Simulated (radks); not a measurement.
Ionisation of the chlorine ion Cl+, [Ne] 3s2 3p4, to [Ne] 3s2 3p3 as the strength of local exchange is varied. Calculated with a radial shooting solver on a logarithmic mesh with Libxc functionals: Dirac Kohn-Sham, Slater X-alpha exchange (alpha = 2/3 is LDA exchange), no correlation, spin-unpolarised, spherical densities, finite nucleus; open shells fill j = l - 1/2 first; Fermi nuclear charge, rms radius 3.3654 fm.

alpha  E(Cl+) (hartree)  exchange (hartree)  IE (eV)  -e of the level emptied (eV)  <r> of it (bohr)
0.63         -456.95536           -23.61266   23.489                17.562 (3p3/2)             1.737
0.667        -458.34386           -25.06174   24.044                18.076 (3p3/2)             1.723
0.905        -467.35788           -34.54748   27.763                21.547 (3p3/2)             1.642
0.995        -470.80374           -38.20867   29.237                22.933 (3p3/2)             1.614
1            -470.99578           -38.41326   29.320                23.011 (3p3/2)             1.612

NIST Atomic Spectra Database: 23.814 eV (measured). The Delta-SCF value meets it near alpha = 0.65. Spin polarisation and multiplet splitting are left out, so open shells lie too high by an amount that depends on their filling.

Beside tabulated values, note that spin-unpolarised runs miss the spin-polarisation part of the exchange energy of open shells.
